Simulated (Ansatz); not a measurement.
The first iterations of a band of C2H9BO (13 atoms, charge 0, multiplicity 1).

Computed with RKS PBE/6-31G* (Ansatz).

```json
{
  "movable images": "3",
  "climbing image": "no",
  "spring": "5.0 eV/Å²",
  "optimiser": "quadratic models (default)",
  "start path": "through a guess of the saddle point",
  "force threshold": "0.05 eV/Å",
  "iteration limit": "60",
  "end points": "relaxed"
}
```

Initial state:

```xyz
13
Properties=species:S:1:pos:R:3
B -0.227 -0.272 0.455
C 0.163 0.319 1.895
H -0.533 0.034 2.711
H 1.188 0.064 2.222
H 0.115 1.423 1.841
H 0.579 -0.105 -0.444
H -1.393 -0.115 0.112
O -0.132 -1.960 0.665
C -0.653 -2.725 -0.453
H -0.569 -3.799 -0.226
H -1.694 -2.436 -0.669
H -0.014 -2.462 -1.306
H -0.679 -2.142 1.460
```

Final state:

```xyz
13
Properties=species:S:1:pos:R:3
B -0.352 -0.449 -1.335
C 0.257 -0.209 2.845
H -0.340 -0.970 3.372
H 1.182 -0.017 3.408
H -0.325 0.722 2.769
H 0.482 0.375 -1.617
H -1.524 -0.342 -1.629
O 0.091 -1.533 -0.655
C -0.796 -2.588 -0.263
H -0.753 -2.690 0.833
H -1.834 -2.382 -0.578
H -0.447 -3.527 -0.723
H 0.510 -0.567 1.835
```

| iteration | highest image above the first end (eV) | largest band force component (eV/Å) |
| --- | --- | --- |
| 1 | 6.011 | 17.335 |
| 2 | 2.882 | 4.181 |
| 3 | 2.666 | 2.099 |
| 4 | 1.672 | 3.249 |

Task: Does the band converge within its limit, and where does its top end?

Result: It converged. It ended after 14 iterations with the highest image 0.062 eV above the first end. No image climbed, so the highest image needn't sit at the top of the path. A band with more images between the same ends climbed to 0.94 eV, so this one has probably stepped over the top. So few images can step over the top or miss a turn of the path. The orbitals stay closed-shell, which can raise the energy where a bond breaks towards radicals; this wasn't checked here.

Run time: 120 s on 1 thread of Arm Neoverse V1 (shared host), peak memory 0.11 GiB.
